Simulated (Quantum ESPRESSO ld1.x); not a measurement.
The numbers below are computed, except where a source is named.
Q: The mean radii <r> (bohr) of the occupied orbitals of an atom or ion are listed with their occupations. Code: ld1.x of Quantum ESPRESSO 7.5. Model: scalar-relativistic Kohn-Sham, BLYP, spin-unpolarised, spherical densities, point nucleus.

| orbital | occ. | <r> |
|---|---|---|
| 1s | 2 | 0.01631 |
| 2s | 2 | 0.06873 |
| 2p | 6 | 0.06234 |
| 3s | 2 | 0.1775 |
| 3p | 6 | 0.1793 |
| 3d | 10 | 0.1624 |
| 4s | 2 | 0.3916 |
| 4p | 6 | 0.4176 |
| 4d | 10 | 0.4398 |
| 5s | 2 | 0.8740 |
| 4f | 14 | 0.4673 |
| 5p | 6 | 0.9992 |
| 5d | 9 | 1.301 |

Name the element and its charge.

A: Z = 81, thallium, charge +4: Tl4+ in [Xe] 4f14 5d9. The 1s radius gives Z: for a bare nucleus <r> = (2 gamma + 1)/(2Z) with gamma = sqrt(1 - (Z/c)^2), 0.01613 bohr for Z = 81, and screening makes it slightly larger (0.01631 here). The occupations add up to 77, and the charge is Z minus that.
